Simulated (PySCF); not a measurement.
CH5InO. Atoms are numbered in the order given.

```xyz
8

In     0.2917     0.0509     0.0000
H      1.9494     0.5670     0.0000
C     -0.7112    -1.8678     0.0000
H     -0.4301    -2.4451     0.8932
H     -1.7959    -1.6931     0.0000
H     -0.4301    -2.4451    -0.8932
O     -1.0788     1.5379     0.0000
H     -0.6909     2.4233     0.0000
```

Geometry optimised at B3LYP-D3(BJ)/def2-SVP. The def2 effective core potentials stand for the cores of In; spin–orbit coupling is left out. The values are those of a single conformer.

The numbers are results of r2SCAN/def2-TZVPD (PySCF), not measurements.

Symmetry labels are those of the subgroup Cs that the program uses (full group Cs).

Problem. List the valence orbital energies around the gap with their symmetry. (Estimate from the structure and the level; the computed values follow.)

Solution. 
```tsv
orbital	symmetry	energy (eV)
HOMO−7	A'	-17.39
HOMO−6	A'	-11.28
HOMO−5	A'	-10.15
HOMO−4	A"	-10.11
HOMO−3	A'	-9.58
HOMO−2	A'	-7.13
HOMO−1	A'	-6.95
HOMO	A"	-6.80
LUMO	A"	-1.59
LUMO+1	A'	-0.98
LUMO+2	A'	0.08
LUMO+3	A'	0.59
```
